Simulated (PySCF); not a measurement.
# Trend along the chalcogens: MNi molecules

PBE with triple-zeta basis sets in PySCF, for the lowest determinant that a PBE0 search found; no spin–orbit coupling. De refers to high-spin ground-configuration atoms. A positive dipole means M(−)Ni(+).

```csv
M,basis,state (unpaired electrons),Re (Å),ωe (cm⁻¹),De (eV),μ (D)
O,def2-TZVPP,triplet (π ↑↑),1.630,841,n/a,3.84
S,x2c-TZVPPall,triplet (π ↑↑),1.955,523,n/a,3.15
Se,x2c-TZVPPall,triplet (π ↑↑),2.084,379,n/a,2.85
```

The shortest bond is that of NiO (1.630 Å), the longest that of NiSe (2.084 Å).

The rows differ in basis set, which adds steps of its own.

Relativity is treated differently too: O no relativity; S spin-free X2C; Se spin-free X2C.

De is n/a where a free atom or ion gave no sound limit at this level.

Down a group bonds as a rule get longer and wavenumbers fall, partly through the reduced mass; this series shows no clear exception.

De is left out where the level can put another filling of the metal’s s and d shells below the measured ground configuration, by anything from nothing to about 1 eV. Spin–orbit coupling is left out. With d or f electrons several states lie close, and the lowest PBE0 determinant need not be the measured ground state.
